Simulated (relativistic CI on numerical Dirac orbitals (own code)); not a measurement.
Zeeman pattern of In 4511.30 Å at 0.5 T

Problem. The line 5s²5p ²P°3/2 – 5s²6s ²S1/2 of In lies at 4511.30 Å (air; NIST Handbook). Calculate its Zeeman pattern at B = 0.5 T, seen across the field, in LS coupling, and compare it with the Doppler width at an assumed gas temperature of 600 K.

Working.
1. Landé factors g = 3/2 + [S(S + 1) − L(L + 1)]/[2J(J + 1)]: lower 1.3333, upper 2.0000.
2. The unit is μB B/hc = 0.46686 × 0.5 = 0.2334 cm⁻¹, or 47.5 mÅ at this wavelength. A component is shifted by g_u m_u − g_l m_l units. Seen across the field, the strengths for lower J and m are J² − m² (π) and ¼(J − m)(J − m − 1) (σ).
3. π components (Δm = 0), symmetric about zero, as shift (strength, strongest of all = 100): ±0.333 (100).
4. σ components with Δm = +1, mirrored for −1: 1.000 (75), 1.667 (25).
5. The centre of the σ group lies at ḡ = 1.167 units, 55.4 mÅ from the line centre.
6. The Doppler width is 7.16 × 10⁻⁷ λ √(T/M) = 7.4 mÅ (FWHM, M = 115), so the sum of Gaussians shows separate peaks away from the centre.

Check. A relativistic CI calculation gives g = 1.3341 and 2.0022 for the two levels. The nearest fine-structure partner lies 2213 cm⁻¹ away, 9479 Zeeman units, so the weak-field formulas hold; hyperfine structure, which matters at weak fields for isotopes with nuclear spin, is neglected.
